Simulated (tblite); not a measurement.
Compound: C6H9F2Si (charge +1).
Geometry (GFN2-xTB, Å), atoms numbered from 1 in this order:
```
atom  x, y, z in Å
F1     2.7904    1.7128    0.2887
C2     2.5966    0.3682    0.2339
F3     2.9927   -0.1138    1.4324
C4     1.1165    0.1285    0.0542
C5     0.6306   -1.0042   -0.4831
C6    -0.8040   -1.3450   -0.6496
C7    -1.7837   -0.1716   -0.6595
C8    -1.7386    0.7013    0.6167
Si9   -0.0012    1.4178    0.8076
H10    3.2438   -0.0556   -0.5452
H11    1.3271   -1.7648   -0.8166
H12   -0.9210   -1.9106   -1.5768
H13   -1.0609   -2.0415    0.1578
H14   -2.7928   -0.5711   -0.7634
H15   -1.5868    0.4490   -1.5355
H16   -2.5093    1.4718    0.5487
H17   -2.0000    0.0859    1.4838
H18    0.4919    2.6494    1.3943
```

Level: GFN2-xTB in tblite, geometry and Hessian alike; calculated harmonic values, unscaled, isolated species. This tight-binding method is rough: wavenumbers can miss measured ones by several per cent, in bad cases by 10 to 20. Modes of hydrogen on silicon can be 10 to 20 % off. One conformer, not necessarily the lowest.

Harmonic wavenumbers (cm⁻¹): 29.1, 65.4, 142.4, 160.2, 204.9, 275.1, 287.3, 353.7, 426.7, 445.7, 513.7, 540.4, 562.1, 637.9, 660.1, 723.5, 773.6, 838.3, 872.7, 899.8, 966.3, 1006.4, 1023.1, 1048.4, 1065.9, 1115.4, 1138.2, 1162.1, 1192.4, 1222.1, 1233.3, 1259.8, 1285.5, 1332.9, 1337.5, 1404.9, 1415.8, 1473.1, 1611.4, 2398.7, 2922.2, 2926.1, 2945.9, 2982.3, 2992.2, 2995.1, 3015.5, 3047.9.

A = 2473, B = 950.3, C = 774.8 MHz; mass 147.044 u (most abundant isotopes); point group C1, symmetry number 1.

Q: Zero-point energy?

A: ½Σν̃ = 29466 cm⁻¹ = 352.50 kJ/mol.

Q: Give the ideal-gas entropy at 500 K and 1 bar in the rigid-rotor, harmonic-oscillator model (classical rotation).

A: Translation 181.84, rotation 130.12, vibration 200.25: S = 512.2 J/(mol K).

Q: And Cp and H(500 K) − H(0)?

A: Cp = 235.60 J/(mol K), of which vibrations give 202.34 (their classical limit is 48 R = 399.1); H(500 K) − H(0) = 68.23 kJ/mol without the zero-point energy, 51.60 from vibrations.

Q: Blend soft modes into free rotors: weight 1/[1 + (100 cm⁻¹/ν̃)⁴] for the oscillator and the rest for a rotor with moment μB/(μ + B), μ = h/(8π²ν), B = 10⁻⁴⁴ kg m². What vibrational entropy results?

A: 184.17 J/(mol K) in place of 200.25, which changes −T·S at 500 K by +8.04 kJ/mol.

Q: What must be added to the electronic energy to get the Gibbs energy at 500 K and 1 bar?

A: ZPE + [H(500 K) − H(0)] − T·S = 352.50 + 68.23 − 256.11 = 164.62 kJ/mol.

Hindered rotation and anharmonicity are outside this model. Other conformers, if any are populated, would add a mixing term that is left out. The structure is chiral; the term R ln 2 for an equal mix with its mirror image is left out.
